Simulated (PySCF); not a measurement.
Computed Raman spectrum (relative Raman activity) of a molecule C₄H₄Cl₂. The structure is a stationary point at B3LYP-D3(BJ)/def2-SVP. The values are those of a single conformer. These are B3LYP-D3(BJ)/def2-SVP in PySCF 2.14.0 values and carry that method's errors. Frequencies are harmonic and unscaled.

Lines under 2 % of the strongest are left out, and lines within 2 cm⁻¹ are merged.

ν (cm⁻¹): 1201 (w), 1267 (w), 1310 (w), 1431 (w), 1645 (w), 1700 (vs), 3141 (m), 3174 (m), 3242 (m) (against the strongest line: vs over 80 %, s over 45 %, m over 15 %, w over 4 %, vw less)

Task: Which structure fits?
A) ClC=C=CCCl
B) C=CC=C(Cl)Cl
C) C#CCC(Cl)Cl
D) ClC1=C(Cl)CC1

Result: B, C=CC=C(Cl)Cl
